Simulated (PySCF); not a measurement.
C2H7FOSi, SMILES C[Si@H](F)CO.

The structure is a stationary point at PBE0-D3(BJ)/def2-SVP. The structure was generated by enumeration; whether it is a known compound was not checked. One conformer was computed; it need not be the lowest.

Two levels are set side by side: TDA-PBE/def2-SVPD (PySCF) and TDA-B3LYP/def2-SVPD (PySCF). Vertical, same geometry. The lowest singlet is HOMO→LUMO 99 % with PBE and HOMO→LUMO 98 % with the other functional; states are paired by order. Differences are taken from unrounded values.

```csv
quantity,TDA-B3LYP
lowest singlet excitation (eV),6.72
lowest triplet excitation (TDA) (eV),6.39
first bright state (f over 0.05) (eV),8.36
its oscillator strength,0.05
```

Problem. What does TDA-PBE give, and how far is it from TDA-B3LYP? (Estimate from the structure and the level; the computed values follow.)

Solution. 
| quantity | TDA-PBE | TDA-PBE minus TDA-B3LYP |
|---|---|---|
| lowest singlet excitation (eV) | 6.19 | -0.54 |
| lowest triplet excitation (TDA) (eV) | 5.89 | -0.51 |
| first bright state (f over 0.05) (eV) | 7.74 | -0.62 |
| its oscillator strength | 0.05 | 0.00 |

A lower first singlet is the usual sign of a functional without exact exchange. Differences between two approximate levels are no errors against the true value.

Rough cost on one machine, each run with all the roots and properties that it gave: TDA-B3LYP against TDA-PBE about 2 times.
